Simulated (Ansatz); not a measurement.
Consider the formal exchange of groups at the Si–Si bond: `O[SiH](O)[Si](F)(F)F` + `ClCI` → `O[SiH](O)CCl` + `F[Si](F)(F)I`.

Gas-phase electronic energies from Ansatz, PBE0-D4/def2-TZVP geometries. CCSD(T)/CBS is the MP2 limit (def2-TZVPP, def2-QZVPP) plus CCSD(T) − MP2 in def2-TZVPP, frozen cores. Functionals use def2-TZVPP. B3LYP here is the variant with VWN-RPA as its local correlation; programs differ in this. Elements past krypton have def2 core potentials. For I outer-core shells are correlated without core-valence functions, which leaves a few kJ/mol of doubt a bond. Each species was taken in one conformer, which may not be the lowest.

```
             level  ΔE (kJ/mol)  difference from CCSD(T)/CBS
            PBE-D4       -134.6                         17.6
         r2SCAN-D4       -155.1                         -2.9
           PBE0-D4       -146.9                          5.3
          B3LYP-D4       -141.9                         10.3
           ωB97X-V       -150.3                          1.9
           ωB97M-V       -160.2                         -8.0
            B2PLYP       -147.9                          4.3
               PBE       -133.7                         18.5
            r2SCAN       -155.0                         -2.8
              PBE0       -146.3                          5.9
             B3LYP       -140.5                         11.7
     HF/def2-TZVPP       -162.0                         -9.8
    MP2/def2-TZVPP       -158.9                         -6.7
SCS-MP2/def2-TZVPP       -152.3                         -0.1
   CCSD/def2-TZVPP       -152.7                         -0.5
CCSD(T)/def2-TZVPP       -150.6                          1.6
     HF/def2-QZVPP       -162.6                        -10.4
    MP2/def2-QZVPP       -160.0                         -7.8
SCS-MP2/def2-QZVPP       -153.6                         -1.4
      HF/CBS(def2)       -162.7                        -10.5
     MP2/CBS(def2)       -160.4                         -8.2
    CCSD/CBS(def2)       -154.2                         -2.0
       CCSD(T)/CBS       -152.2                            0
```

Largest T1 diagnostic among the species: 0.012.

In def2-TZVPP, CCSD(T) changes the Hartree–Fock value by +11.4 kJ/mol (the triples alone add +2.1 kJ/mol) and MP2 by +3.2 kJ/mol. From PBE to PBE0 (25 % exact exchange), in def2-TZVPP and without D4, ΔE moves by −12.6 kJ/mol.
